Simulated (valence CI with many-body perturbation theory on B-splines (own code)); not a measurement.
# E1 line list for Ti I

Calculated by relativistic CI+MBPT: four valence electrons over a frozen Dirac-Fock core [Ar], radial functions for each j: 9 s, 9 p, 10 d, 8 f, 5 g, 3 h, 1 i, with the one-electron correlation potential Σ1, the two-electron term Σ2, the three-electron term Σ3, Breit, model QED; selected CI, second order for the rest, scaled by the run's own slope (own B-spline code, finite nucleus).

Against 41 measured levels this calculation errs by 376 cm⁻¹ on average and by 558 at most. These come from a selection out of the NIST Handbook of Basic Atomic Spectroscopic Data. Levels without a partner in it may be off by more, other configurations by 1,000 to 4,000 cm⁻¹. Among the levels kept, up to 670 cm⁻¹ of a level comes from second order outside the variational space, and about a tenth of that is noise between levels of different J, which matters for small intervals.

Lines 51 to 100 of 193 in falling wavelength, among levels below 22169 cm⁻¹, chosen from the strongest by gf and those to the six lowest levels. Wavelengths and rates use the calculated energies, so an error of 400 cm⁻¹ moves a line at 11720 Å by 4.7 % and its rate by three times that or more. Electric multipoles are in the length gauge, E1 and E2 with the static RPA response of the core. Weak lines are less certain than strong ones. Lines between different terms over intervals too small for the method are left out, as are lines whose strength nearly cancels. The highest levels of a list are the least certain.

```
λ vac (Å)  λ from measured levels          Upper        Lower   A (s⁻¹)  log gf  Branch %
    11720                   11800  3d²4s4p ³D°_2   3d³4s ³F_2  4.41e+04   -2.34       0.9
    11700                   11780  3d²4s4p ³D°_3   3d³4s ³F_3  3.92e+04   -2.25       0.8
    11550                   11640  3d²4s4p ³D°_3   3d³4s ³F_2  1.78e+03   -3.60       0.0
    10720                   10850  3d²4s4p ⁵G°_2   3d³4s ⁵F_3  9.05e+02   -4.11       0.8
    10690                   10830  3d²4s4p ⁵G°_3   3d³4s ⁵F_4  5.96e+02   -4.15       0.5
    10680                   10690  3d²4s4p ³G°_3  3d²4s² ¹G_4  3.82e+03   -3.34       0.1
    10650                   10780  3d²4s4p ⁵G°_2   3d³4s ⁵F_2  1.95e+04   -2.78      16.9
    10600                   10740  3d²4s4p ⁵G°_3   3d³4s ⁵F_3  1.93e+04   -2.64      16.9
    10600                   10730  3d²4s4p ⁵G°_2   3d³4s ⁵F_1  8.73e+04   -2.13      75.8
    10550                   10680  3d²4s4p ⁵G°_4   3d³4s ⁵F_4  1.37e+04   -2.69      12.3
    10530                   10660  3d²4s4p ⁵G°_3   3d³4s ⁵F_2  8.94e+04   -1.98      78.6
    10490                   10610  3d²4s4p ⁵G°_5   3d³4s ⁵F_5  6.73e+03   -2.91       6.4
    10460                   10590  3d²4s4p ⁵G°_4   3d³4s ⁵F_3  9.58e+04   -1.85      85.7
    10390                   10390  3d²4s4p ³G°_5  3d²4s² ¹G_4  4.80e+02   -4.07       0.0
    10380                   10500  3d²4s4p ⁵G°_5   3d³4s ⁵F_4  9.80e+04   -1.76      93.3
    10340                   10080  3d²4s4p ⁵D°_2  3d²4s² ³P_2  1.23e+03   -4.01       0.1
    10300                   10400  3d²4s4p ⁵G°_6   3d³4s ⁵F_5  1.08e+05   -1.65     100.0
    10260                   10010  3d²4s4p ⁵D°_3  3d²4s² ³P_2  2.86e+03   -3.50       0.1
    10220                    9967  3d²4s4p ⁵D°_2  3d²4s² ³P_1  1.56e+03   -3.91       0.1
    10000                   10190  3d²4s4p ³G°_4   3d³4s ³F_4  6.88e+03   -3.03       0.2
     9981                   10170  3d²4s4p ³G°_3   3d³4s ³F_3  8.23e+03   -3.07       0.3
     9876                   10060  3d²4s4p ³G°_3   3d³4s ³F_2  7.47e+04   -2.12       2.7
     9865                   10050  3d²4s4p ³G°_4   3d³4s ³F_3  8.19e+04   -1.97       2.8
     9856                   10040  3d²4s4p ³G°_5   3d³4s ³F_4  9.48e+04   -1.82       3.1
     9647                    9790  3d²4s4p ⁵F°_2   3d³4s ⁵F_3  4.45e+05   -1.51      28.7
     9642                    9786  3d²4s4p ⁵F°_3   3d³4s ⁵F_4  3.29e+05   -1.49      21.1
     9640                    9786  3d²4s4p ⁵F°_1   3d³4s ⁵F_2  4.80e+05   -1.70      32.1
     9633                    9722  3d²4s4p ¹F°_3  3d²4s² ¹G_4  7.44e+05   -1.14      61.6
     9631                    9773  3d²4s4p ⁵F°_4   3d³4s ⁵F_5  1.78e+05   -1.65      11.5
     9601                    9746  3d²4s4p ⁵F°_1   3d³4s ⁵F_1  1.01e+06   -1.38      67.5
     9589                    9731  3d²4s4p ⁵F°_2   3d³4s ⁵F_2  7.87e+05   -1.27      50.8
     9568                    9708  3d²4s4p ⁵F°_3   3d³4s ⁵F_3  8.94e+05   -1.07      57.4
     9551                    9243  3d²4s4p ³F°_3  3d²4s² ³P_2  2.86e+03   -3.56       0.1
     9550                    9692  3d²4s4p ⁵F°_2   3d³4s ⁵F_1  3.12e+05   -1.67      20.2
     9540                    9233  3d²4s4p ³F°_2  3d²4s² ³P_1  1.52e+03   -3.99       0.0
     9538                    9678  3d²4s4p ⁵F°_4   3d³4s ⁵F_4  1.10e+06   -0.87      71.2
     9511                    9650  3d²4s4p ⁵F°_3   3d³4s ⁵F_2  3.32e+05   -1.50      21.3
     9507                    9641  3d²4s4p ⁵F°_5   3d³4s ⁵F_5  1.36e+06   -0.69      90.1
     9466                    9602  3d²4s4p ⁵F°_4   3d³4s ⁵F_3  2.65e+05   -1.49      17.2
     9417                    9549  3d²4s4p ⁵F°_5   3d³4s ⁵F_4  1.47e+05   -1.67       9.7
     9386                    9479  3d²4s4p ¹D°_2   3d³4s ³F_2  2.96e+03   -3.71       0.4
     9173                    9409  3d²4s4p ¹F°_3   3d³4s ³F_4  1.33e+03   -3.93       0.1
     9128                    8822  3d²4s4p ³D°_1  3d²4s² ³P_2  1.09e+04   -3.39       0.2
     9071                    8769  3d²4s4p ³D°_2  3d²4s² ³P_2  9.17e+04   -2.25       1.8
     9034                    8737  3d²4s4p ³D°_1  3d²4s² ³P_1  1.58e+05   -2.24       2.9
     8979                    8685  3d²4s4p ³D°_2  3d²4s² ³P_1  2.83e+05   -1.77       5.6
     8976                    8695  3d²4s4p ³D°_1  3d²4s² ³P_0  2.10e+05   -2.12       3.9
     8974                    8678  3d²4s4p ³D°_3  3d²4s² ³P_2  3.74e+05   -1.50       7.8
     8973                    9197  3d²4s4p ¹F°_3   3d³4s ³F_2  1.69e+03   -3.85       0.1
     8281                    8438  3d²4s4p ⁵D°_3   3d³4s ⁵F_4  1.61e+06   -0.94      71.4
```

Task: How does gf follow from A for the line at 9538 Å?

Result: gf = 1.4992 × (2J+1)_upper × A / σ², with σ = 10485 cm⁻¹ and 2J+1 = 9: gf = 0.135.
